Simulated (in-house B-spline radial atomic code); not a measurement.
# RPA and G0W0 on TPSS: Ca⁸⁺

Configuration [Ne] 3s2, mean-field start TPSS. Computed with an all-electron radial atomic-structure program (B-spline basis): all electrons, scalar-relativistic (spin-free one-electron X2C), finite nucleus, each spin shell either full or empty, empty states to l = 9 with an (l + 1/2)⁻⁴ tail; G0W0 by contour deformation at full frequency.

Command:
```bash
python run_gw.py task.json out
```
Settings (radii: box in bohr, nucleus in fm):
```
Z                        20
electrons                12
configuration            [Ne] 3s2
hamiltonian              x2c
method                   tpss,tpss
lmax                     9
rms_radius               3.4776
spin_polarised           False
box_radius               7.7
intervals                67
ion_configuration        [Ne] 3s1
```

Run time, properties included: 2.1 s on 1 thread of Intel(R) Xeon(R) Platinum 8488C, on a shared host.

Energies (hartree):

| term | value |
| --- | --- |
| mean-field total | -658.31118 |
| Hartree-Fock functional on these orbitals | -657.76872 |
| direct second order | -0.90306 |
| second-order exchange | 0.33424 |
| SOSEX correction | 0.29761 |

Task: What is the RPA correlation energy, and what remains with SOSEX?

Result: RPA gives -0.79989 hartree (-1.81 eV per electron); RPA + SOSEX gives -0.50227, and the second-order doubles -0.56882 hartree (no singles). SOSEX takes back 37 % of the RPA value.

Quasi-particle levels (eV):

| level | occupied | mean field | Σx - vxc | Σc | QP weight | G0W0 |
| --- | --- | --- | --- | --- | --- | --- |
| 3s | yes | -178.79 | -7.66 | ? | ? | ? |
| 2p | yes | -499.09 | -33.85 | 4.32 | 0.960 | -528.62 |
| 3p | no | -157.07 | 11.19 | -2.33 | 0.954 | -148.22 |

G0W0 = mean field + (Σx - vxc) + Σc, with Σc (partial-wave tail included) taken at the quasi-particle energy. Levels of low weight are left out.

Task: Where does G0W0 put 3s?

Result: At -189.33 eV, with Σc = -2.88 eV and a quasi-particle weight of 0.964. The tabulated removal energy is 188.54 ± 0.06 eV (NIST, semi-empirical); the calculation leaves out spin-orbit coupling, Breit and QED terms, and what these don't explain is the method's own error.

Task: What does it cost to remove one electron (to [Ne] 3s1) by differences of total energies, each species on its own start (correlation terms add to the Hartree-Fock functional)?

Result: TPSS 188.07 eV, Hartree-Fock functional 186.24 eV, + RPA 189.26 eV, + RPA + SOSEX 188.45 eV, + second order 189.33 eV. Tabulated: 188.54 ± 0.06 eV (NIST, semi-empirical); the calculation leaves out spin-orbit coupling, Breit and QED terms, and what these don't explain is the method's own error.
